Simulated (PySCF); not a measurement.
Vibration and rotation of CoS

ROHF-CCSD(T) constants of CoS, ⁴Δ (quartet), unpaired electrons π ↑↑, δ ↑ (basis Co def2-TZVPP, S def2-TZVPP; no relativity; PySCF 2.14; masses 58.9332 and 31.9721 u):

```
ωe                     : 540.9 cm⁻¹
ωexe                   : 1.11 cm⁻¹
Be                     : 0.20628 cm⁻¹
αe                     : 0.000753 cm⁻¹
D (centrifugal)        : 1.2e-07 cm⁻¹
De to Co (3d7 4s2) + S : 3.15 eV
```

(1) Give the vibrational terms G(v) and spacings up to v = 6.

Correlated steps freeze 10 core orbitals. The CCSD T1 diagnostic is raised, a sign that a single reference may not be enough here. With d or f electrons several states lie close, and the lowest PBE0 determinant need not be the measured ground state.

## Answers

(1) G(v) = ωe(v+½) − ωexe(v+½)².

```tsv
v	G(v) (cm⁻¹)	G(v) − G(v−1)	Bv (cm⁻¹)
0	270.2		0.2059
1	808.9	538.7	0.2052
2	1345.3	536.5	0.2044
3	1879.6	534.2	0.2036
4	2411.6	532.0	0.2029
5	2941.4	529.8	0.2021
6	3469.0	527.6	0.2014
```
